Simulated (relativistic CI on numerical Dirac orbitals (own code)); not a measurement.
Ag3+: 3p photoemission

Computed with this model: Dirac-Coulomb-Breit CI, KLI orbitals optimised for each configuration, model QED (radiative potential, 1s self-energy scaled to tabulated hydrogen-like ionisation energies), valence Slater integrals scaled by 0.9, multiplet model of photoemission in the sudden approximation; configurations [Kr] 4d8 → [Ne] 3s2 3p5 3d10 4s2 4p6 4d8; 300 K; Lorentzian 1.4 eV and Gaussian 0.6 eV FWHM. Energies are those of the free ion, without screening or charge transfer. The energies are binding energies and can lie tens of eV above those of solids. S is read from ⟨S²⟩ = S(S + 1).

Field parameters in Wybourne normalisation: D4h B²₀ = −7Ds, B⁴₀ = 21(Dq − Dt), B⁴₄ = 21√(5/14) Dq. The field is a parameter set, without covalency.

free ion: ground-state S = 0.99, centroid 635.83 eV. Peaks (eV, height): 625.2 (100), 656.8 (55).

D4h, 10Dq = 23850, Ds = -1500, Dt = 210 cm⁻¹: ground-state S = 1.00, centroid 635.89 eV. Peaks (eV, height): 625.4 (100), 656.8 (54).

Strongest unbroadened transitions for free ion:

```csv
Energy (eV),Relative strength
625.07,100.0
625.09,72.9
625.23,56.7
625.45,27.6
625.58,3.0
625.90,6.7
625.99,8.9
626.00,8.1
626.60,0.2
627.00,1.7
627.53,1.5
627.55,4.9
627.59,6.1
628.43,0.2
628.59,1.4
656.72,65.0
656.85,83.2
657.23,1.5
```
